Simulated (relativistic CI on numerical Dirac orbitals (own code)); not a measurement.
Electric-dipole lines of Ru⁴¹⁺

These numbers are calculated, not measured: Dirac-Coulomb-Breit CI, orbitals from a KLI potential per configuration, a model potential for QED, unscaled Slater integrals (own radial code, finite nucleus).

CI space (outside the closed core 1s2): 2s, 2p, 3s, 3p, 3d, 4s, 4p, 4d, 4f, 5s, 5p, 5d, 5f, 5g. Levels of other configurations are missing.

```
λ vac (Å)            Lower            Upper   A (s⁻¹)  log gf  S velocity/length
   2.3601   2p 2P°_1/2 [2]   5d 2D_3/2 [19]  2.70e+13   -1.04               0.99
   2.4298   2p 2P°_3/2 [3]   5d 2D_5/2 [20]  3.00e+13   -0.80               1.00
   2.5850    2s 2S_1/2 [1]  4p 2P°_3/2 [11]  3.00e+13   -0.92               1.00
   2.5954    2s 2S_1/2 [1]  4p 2P°_1/2 [10]  3.22e+13   -1.19               1.00
   2.6332   2p 2P°_1/2 [2]   4d 2D_3/2 [12]  5.82e+13   -0.62               1.00
   2.7185   2p 2P°_3/2 [3]   4d 2D_5/2 [13]  6.54e+13   -0.36               1.00
   3.4303    2s 2S_1/2 [1]   3p 2P°_3/2 [6]  6.67e+13   -0.33               1.00
   3.4741    2s 2S_1/2 [1]   3p 2P°_1/2 [5]  7.42e+13   -0.57               1.00
   3.5107   2p 2P°_1/2 [2]    3d 2D_3/2 [7]  1.76e+14    0.11               1.00
   3.6552   2p 2P°_3/2 [3]    3d 2D_5/2 [8]  2.02e+14    0.39               1.00
   3.6705   2p 2P°_3/2 [3]    3d 2D_3/2 [7]  3.36e+13   -0.57               1.00
   6.8899    3s 2S_1/2 [4]  5p 2P°_3/2 [18]  4.85e+12   -0.86               0.99
   6.9810   3p 2P°_1/2 [5]   5d 2D_3/2 [19]  9.11e+12   -0.57               1.00
   7.1523   3p 2P°_3/2 [6]   5d 2D_5/2 [20]  1.07e+13   -0.31               1.00
   7.1880    3d 2D_3/2 [7]  5f 2F°_5/2 [21]  1.35e+13   -0.20               1.00
   7.2411    3d 2D_5/2 [8]  5f 2F°_7/2 [23]  1.42e+13   -0.05               1.00
   9.8960    3s 2S_1/2 [4]  4p 2P°_3/2 [11]  8.67e+12   -0.29               1.00
   10.050    3s 2S_1/2 [4]  4p 2P°_1/2 [10]  9.83e+12   -0.53               1.00
   10.070   3p 2P°_1/2 [5]   4d 2D_3/2 [12]  1.82e+13    0.04               1.00
   10.405   3p 2P°_3/2 [6]   4d 2D_5/2 [13]  2.18e+13    0.33               1.00
   10.458   3p 2P°_3/2 [6]   4d 2D_3/2 [12]  3.69e+12   -0.62               1.00
   10.480    3d 2D_3/2 [7]  4f 2F°_5/2 [14]  4.05e+13    0.60               1.00
   10.580    3d 2D_5/2 [8]  4f 2F°_7/2 [15]  4.29e+13    0.76               1.00
   10.607    3d 2D_5/2 [8]  4f 2F°_5/2 [14]  2.85e+12   -0.54               1.00
   10.759   3p 2P°_3/2 [6]    4s 2S_1/2 [9]  5.30e+12   -0.74               1.00
   21.516    4s 2S_1/2 [9]  5p 2P°_3/2 [18]  2.03e+12   -0.25               1.00
   21.840  4p 2P°_1/2 [10]   5d 2D_3/2 [19]  3.70e+12    0.02               1.00
   21.889    4s 2S_1/2 [9]  5p 2P°_1/2 [17]  2.32e+12   -0.48               1.00
   22.479  4p 2P°_3/2 [11]   5d 2D_5/2 [20]  4.55e+12    0.32               1.00
   22.605  4p 2P°_3/2 [11]   5d 2D_3/2 [19]  7.78e+11   -0.62               1.00
   22.624   4d 2D_3/2 [12]  5f 2F°_5/2 [21]  7.54e+12    0.54               1.00
   22.810   4d 2D_5/2 [13]  5f 2F°_7/2 [23]  8.05e+12    0.70               1.00
   22.818  4f 2F°_5/2 [14]   5g 2G_7/2 [22]  1.28e+13    0.90               1.00
   22.874   4d 2D_5/2 [13]  5f 2F°_5/2 [21]  5.38e+11   -0.60               1.00
   22.904  4f 2F°_7/2 [15]   5g 2G_9/2 [24]  1.32e+13    1.02               1.00
   22.943  4f 2F°_7/2 [15]   5g 2G_7/2 [22]  4.71e+11   -0.53               1.00
   23.088   4d 2D_5/2 [13]  5p 2P°_3/2 [18]  6.02e+11   -0.72               1.00
   23.323  4p 2P°_3/2 [11]   5s 2S_1/2 [16]  1.82e+12   -0.53               1.00
   50.554    2s 2S_1/2 [1]   2p 2P°_3/2 [3]  7.62e+10   -0.93               1.06
   174.75    3s 2S_1/2 [4]   3p 2P°_3/2 [6]  1.12e+10   -0.69               1.00
   228.22   3p 2P°_1/2 [5]    3d 2D_3/2 [7]  3.22e+09   -1.00               0.96
   418.90    4s 2S_1/2 [9]  4p 2P°_3/2 [11]  2.73e+09   -0.54               1.00
   543.13  4p 2P°_1/2 [10]   4d 2D_3/2 [12]  1.02e+09   -0.74               0.99
   823.72   5s 2S_1/2 [16]  5p 2P°_3/2 [18]  9.00e+08   -0.44               1.01
   1064.1  5p 2P°_1/2 [17]   5d 2D_3/2 [19]  3.71e+08   -0.60               1.01
```

Terms are leading LS components. Brackets give the number of a level in order of energy, since labels repeat. The list gives strong lines, with weight on those to low levels. Levels whose partners in the same complex of configurations lie outside the list can be far off, and so can their lines. Rates are taken at the computed energies, electric ones in the length gauge. A velocity-to-length ratio far from 1 marks an uncertain rate.

At this charge energies of transitions that change n are usually good to better than 1 %, and those within a shell (Δn = 0) to a few per cent.
